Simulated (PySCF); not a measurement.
Species: C₈H₉ (doublet state).
Cartesian coordinates in Å at the GFN2-xTB level; atoms count from 1:
```
atom  x, y, z in Å
C1     3.449    1.618    0.491
C2     2.849    0.620    0.208
C3     2.117   -0.569   -0.111
C4     1.361   -1.289    0.955
C5     0.616   -0.606    0.055
C6    -0.560   -0.203   -0.465
C7    -1.881   -0.600    0.102
C8    -2.653    0.625    0.603
H9     3.978    2.494    0.724
H10    2.565   -1.144   -0.922
H11    1.456   -1.782    1.889
H12   -0.569    0.464   -1.315
H13   -2.477   -1.093   -0.674
H14   -1.734   -1.306    0.921
H15   -2.088    1.130    1.382
H16   -2.822    1.327   -0.210
H17   -3.616    0.325    1.009
```

The hyperfine couplings belong to this conformer and change with its torsions.

The species is `C#C[C@H]1[CH]/C1=C\CC` [radical].

Method used: UKS B3LYP, pcH-1 on C H, non-relativistic, mean-field spin-orbit, GIAO in PySCF. One conformer (not necessarily the lowest) at the GFN2-xTB geometry, without solvent, vibrations or thermal averaging. A GFN2-xTB geometry isn't a minimum of the functional, and hyperfine couplings can be far from their values at a DFT geometry.

Problem. Count the α and β electrons and give S(S+1).

Solution. Nα = 29, Nβ = 28 (57 in all), and S(S+1) = 0.75 for S = 1/2.

Mulliken spin populations, one withheld:

```csv
atom,bound to,population
C1,"C2, H9",+0.0080
C2,"C1, C3",+0.0074
C3,"C2, C4, C5, H10",-0.0296
C4,"C3, C5, H11",+0.6792
C5,"C4, C6, C3",-0.2400
C6,"C5, C7, H12",?
C7,"C6, C8, H13, H14",-0.0449
C8,"C7, H15, H16, H17",+0.0194
H9,C1,-0.0001
H10,C3,+0.0212
H11,C4,-0.0266
H12,C6,-0.0271
H13,C7,+0.0202
H14,C7,+0.0007
H15,C8,-0.0004
H16,C8,-0.0009
H17,C8,+0.0061
```

Problem. Complete the table.

Solution. 1 − (0.3926) gives +0.607, since all populations sum to 2S.

Problem. How is the spin shared among the elements?

Solution. Carbon +1.01, hydrogen -0.01. The positive populations sum to 1.37, the negative ones to -0.37.

Problem. With ⟨S²⟩ = 0.7749, find the sum of squared α–β overlaps and estimate the admixture of higher spin.

Solution. Σ|⟨iα|jβ⟩|² over occupied orbitals = Nβ − [⟨S²⟩ − S(S+1)] = 28 − 0.0249 = 27.9751. If the quartet state (S + 1) were the only admixture, its weight would be 0.0249/(2S + 2) = 0.83 %.

Problem. What Fermi-contact NMR shifts do the couplings of C1, C2, C3, C5, C6, C7, C8 imply at 350 K (Curie law, g = gₑ)?

Solution. δ = a_FC·h·gₑ μB S(S+1)/(3 g_N μN kT), with k/h = 20836.6 MHz/K:

```csv
nuclei,isotope,a_FC (MHz),g_N,contact shift (ppm)
C1,13C,2.79,1.4048,+251
C2,13C,24.60,1.4048,+2207
C3,13C,-13.02,1.4048,-1168
C5,13C,-53.15,1.4048,-4768
C6,13C,50.45,1.4048,+4526
C7,13C,-17.67,1.4048,-1585
C8,13C,35.61,1.4048,+3195
```

The shifts go as 1/T: at 400 K they are 0.875 times these.

β density exceeds α density at some nuclei, such as C5 (-0.0473), C7 (-0.0157) and C3 (-0.0116), spin density in bohr⁻³. In a single determinant that takes different orbitals for the two spins, that is spin polarisation.
